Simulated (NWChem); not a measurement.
Molecule: CBr$_{2}$Cl$_{2}$; SMILES ClC(Br)(Cl)Br

Program: NWChem. Pople sets run with spherical d functions. Coordinates come from a PBE0/def2-SVP optimisation. B3LYP is NWChem's, with the RPA form of VWN correlation. Total energies compare along this basis series because the functional is fixed.

```csv
level,basis functions,energy (Ha),highest occupied level (eV),orbital gap (eV),dipole (D)
B3LYP/STO-3G,59,-6039.9573,-5.74,6.72,1.00
B3LYP/3-21G,79,-6077.4272,-7.85,5.59,[?]
B3LYP/6-31G*,114,-6106.1981,-8.08,5.60,0.08
B3LYP/def2-SVP,114,-6105.9148,-7.88,5.89,0.04
B3LYP/def2-SVPD,156,-6105.9402,-8.17,5.64,0.14
B3LYP/def2-TZVP,201,-6106.9079,-8.09,5.67,0.02
B3LYP/aug-cc-pVTZ,264,-6107.0141,-8.14,5.59,0.09
```

Complete the blanks.


- B3LYP/3-21G, dipole (D): 0.70
